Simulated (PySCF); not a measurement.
# Electronic absorption of phenyl formate

Phenyl formate, C₇H₆O₂.
Geometry (GFN2-xTB, Å), atoms numbered from 1 in this order:
```xyz
15
C7H6O2 angstrom
O      2.5995   -0.2892    1.3117
C      2.7921   -0.2182    0.1364
O      1.8832   -0.0883   -0.8181
C      0.5343   -0.0145   -0.4318
C     -0.2054   -1.1780   -0.2985
C     -1.5432   -1.0910    0.0454
C     -2.1296    0.1451    0.2578
C     -1.3789    1.3013    0.1275
C     -0.0405    1.2273   -0.2162
H      3.7884   -0.2505   -0.3393
H      0.2675   -2.1343   -0.4615
H     -2.1270   -1.9926    0.1523
H     -3.1724    0.2075    0.5298
H     -1.8332    2.2653    0.2989
H      0.5607    2.1180   -0.3165
```

The calculation used PySCF, TDDFT wB97X-D/def2-SVPD, vertical, gas phase, core orbitals frozen in the response. GFN2-xTB frequencies show an imaginary mode (45i cm⁻¹), so this geometry is no minimum at that level.

Task: List the vertical singlet excitations with oscillator strengths and describe the spectrum.

Result: 

| state | E (eV) | ν̃ (cm⁻¹) | f | \|μ\| (D) | main configurations (H = HOMO, L = LUMO) |
| --- | --- | --- | --- | --- | --- |
| S1 | 5.57 | 44890 | 0.0012 | 0.23 | H→L (57%), H-1→L+1 (42%) |
| S2 | 5.95 | 47980 | 0.0021 | 0.31 | H-2→L+2 (95%) |
| S3 | 6.30 | 50810 | 0.0055 | 0.48 | H→L+1 (55%), H-1→L (43%) |
| S4 | 7.08 | 57070 | 0.045 | 1.30 | H→L+2 (82%) |
| S5 | 7.21 | 58140 | 0.719 | 5.13 | H-1→L (52%), H→L+1 (39%) |
| S6 | 7.25 | 58470 | 0.528 | 4.38 | H-1→L+1 (49%), H→L (34%), H→L+2 (10%) |
| S7 | 7.67 | 61830 | 0.0092 | 0.56 | H→L+3 (83%), H→L+4 (12%) |
| S8 | 7.75 | 62500 | 0.0060 | 0.45 | H-1→L+2 (98%) |

Triplets (Tamm–Dancoff): T1 4.29 eV, H→L+1 (53%), H-1→L (42%); T2 4.92 eV, H→L (77%), H-1→L+1 (21%); T3 4.95 eV, H-1→L (55%), H→L+1 (44%).

The lowest singlet comes at 223 nm (537 kJ/mol) in the ultraviolet; it is very weak; its leading configuration is HOMO→LUMO (57%). The strongest level in the table is S5 at 7.21 eV (172 nm, f = 0.719). Löwdin shares by element: HOMO carbon 67% or more (atoms not listed hold the other 33%); LUMO carbon 73% or more (atoms not listed hold the other 27%). Weighted by f, the mean energy of these states is 7.22 eV. Orbital energies (eV): HOMO-3 -11.30, HOMO-2 -10.45, HOMO-1 -9.52, HOMO -9.32, LUMO 1.17, LUMO+1 1.27, LUMO+2 1.82. The oscillator strengths of these states sum to 1.316; summed over the whole spectrum of an exact calculation they would give the number of electrons, 64 (Thomas–Reiche–Kuhn). Only the lowest 8 singlets were computed, as vertical energies without vibronic structure.

On Arm Neoverse V1, one thread, on a shared host, this took 76 s.

One conformer stands for the species.
